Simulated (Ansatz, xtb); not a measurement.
# A geometry optimisation of CH2ClGe+ with r2SCAN-D4/def2-SVP

The starting geometry of this gas-phase singlet was built from a drawn formula by distance geometry; its bonds are those of `[H]/[C+]=[GeH]/[Cl]`.

```
atom    x (Å)    y (Å)    z (Å)
   C  -1.4840  -2.0845  -1.3658
  Cl   1.8701  -2.2430   0.1968
  Ge  -0.4618  -1.8690   0.0738
   H  -2.4931  -1.9799  -1.6996
   H  -0.9318  -2.1652   1.6455
```

Task: Predict what it relaxes into with r2SCAN-D4/def2-SVP.

Result: It rearranges, giving a structure given below by its coordinates. Distances that change by over a tenth: C1–Ge3 (1.78 → 1.96 Å). Contacts that open: Cl2–Ge3 (2.36 → 3.21 Å). Contacts that close: C1–Cl2 (3.70 → 1.65 Å).

The energy falls by 2.79 eV over 27 steps:

```json
{"step": "1", "E − E(last) (eV)": "2.787"}
{"step": "4", "E − E(last) (eV)": "1.516"}
{"step": "7", "E − E(last) (eV)": "1.428"}
{"step": "10", "E − E(last) (eV)": "1.325"}
{"step": "13", "E − E(last) (eV)": "0.590"}
{"step": "15", "E − E(last) (eV)": "0.230"}
{"step": "18", "E − E(last) (eV)": "0.013"}
{"step": "21", "E − E(last) (eV)": "0.001"}
{"step": "24", "E − E(last) (eV)": "0.000"}
{"step": "27", "E − E(last) (eV)": "0.000"}
```

Final geometry (Å):

```xyz
5

C    -0.6703   -2.0179   -0.7520
Cl    0.8569   -2.1634   -1.3607
Ge   -1.1316   -1.1486    0.9473
H    -1.4535   -2.3580   -1.4590
H    -1.1021   -2.6537    1.4751
```

From the same start GFN2-xTB ends elsewhere, differing in C1–Cl2 (3.78 against 1.65 Å here), C1–H5 (1.10 against 2.36 Å here), Cl2–Ge3 (2.04 against 3.21 Å here), Ge3–H5 (2.49 against 1.60 Å here).

No frequencies were run, so the end isn't proven a minimum. Run with Ansatz 0.2.0, 45 s on 1 thread of Intel(R) Xeon(R) 6975P-C (Granite Rapids) (shared host).
